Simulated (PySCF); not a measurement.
Ge(SH)2 (GeH₂S₂), SMILES [SH][Ge][SH] (connectivity only; charge and spin as stated), neutral, multiplicity 1. Atoms are numbered in the order given.

```xyz
5

Ge     0.0000     0.0000     0.7587
S      0.0000     1.6323    -0.7688
H      0.0000     2.6009     0.1619
S      0.0000    -1.6323    -0.7688
H      0.0000    -2.6009     0.1619
```

Geometry optimised at PBE0-D3(BJ)/def2-TZVP. The values are those of a single conformer.

Level of theory: TDDFT-PBE0/def2-SVPD in PySCF.

Vertical excitations.  State labels are in the subgroup C2v.

Computed lowest excited states:
```tsv
state	symmetry	energy (eV)	λ (nm)	f	main pairs
S1	B1	3.73	332	0.013	HOMO→LUMO 100 %
S2	B2	4.31	288	0.056	HOMO−1→LUMO 94 %
S3	A1	5.25	236	0.007	HOMO−2→LUMO 86 %
S4	A2	5.55	223	0.000	HOMO−3→LUMO 97 %
S5	A1	5.88	211	0.049	HOMO→LUMO+2 89 %
S6	A2	5.90	210	0.000	HOMO−1→LUMO+2 95 %
S7	B1	5.93	209	0.027	HOMO−1→LUMO+1 98 %
S8	B2	6.13	202	0.299	HOMO→LUMO+1 91 %
S9	A2	6.48	191	0.000	HOMO−1→LUMO+3 93 %
S10	A1	6.50	191	0.245	HOMO→LUMO+3 88 %
T1	B1	2.67	465	0	HOMO→LUMO 98 %
T2	B2	3.46	358	0	HOMO−1→LUMO 99 %
T3	A1	4.21	294	0	HOMO−2→LUMO 99 %
T4	B2	4.82	257	0	HOMO→LUMO+1 92 %
```
Triplets are in the Tamm–Dancoff approximation, which puts them higher than full response would, so one can lie above its singlet here.
